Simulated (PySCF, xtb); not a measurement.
Potential energy curve for GeCl, doublet.

Levels: GFN1-xTB (xtb); ROHF/cc-pVDZ (PySCF); UKS-B3LYP/6-31G* = unrestricted B3LYP/6-31G*, spherical d in PySCF; UCCSD = CCSD on UHF/cc-pVDZ, 14 core orbitals frozen (PySCF 2.14.0); UHF/3-21G = unrestricted Hartree-Fock/3-21G (PySCF).

Energies are in kcal/mol, each relative to the lowest point of its own curve near equilibrium.

```
R / Å  GFN1-xTB   ROHF  UKS-B3LYP/6-31G*  UCCSD  UHF/3-21G
-----  --------  -----  ----------------  -----  ---------
1.64      132.8  131.3             127.6  130.8      159.1
1.75       59.1   69.5              68.0   69.0       91.3
1.84       28.3   38.3              37.7   37.8       55.0
1.97        7.5   12.8              12.9   12.4        [?]
2.06        [?]    4.2               4.4    3.9        [?]
2.09        0.9    2.5               2.7    2.3        7.6
2.17        0.0    [?]               0.2    0.0        2.5
2.24        0.6    0.0               0.0    [?]        0.4
2.29        1.6    0.8               0.7    1.0        0.0
2.41        5.3    4.7               4.3    5.2        1.6
2.50        9.0    8.9               8.3    9.6        4.5
2.72       19.9   21.4              20.1   22.6        [?]
2.93       31.0   34.0              32.0   35.4       25.6
```

Task: Fill in the missing entries.

Result: 
- 1.97, UHF/3-21G: 22.9
- 2.06, GFN1-xTB: 1.9
- 2.06, UHF/3-21G: 10.5
- 2.17, ROHF: 0.1
- 2.24, UCCSD: 0.1
- 2.72, UHF/3-21G: 14.6

The scan ran from 1.64 to 8.75 Å; beyond the distances shown one of the unrestricted levels run for this scan, shown here or not, changes its spin distribution in one step.
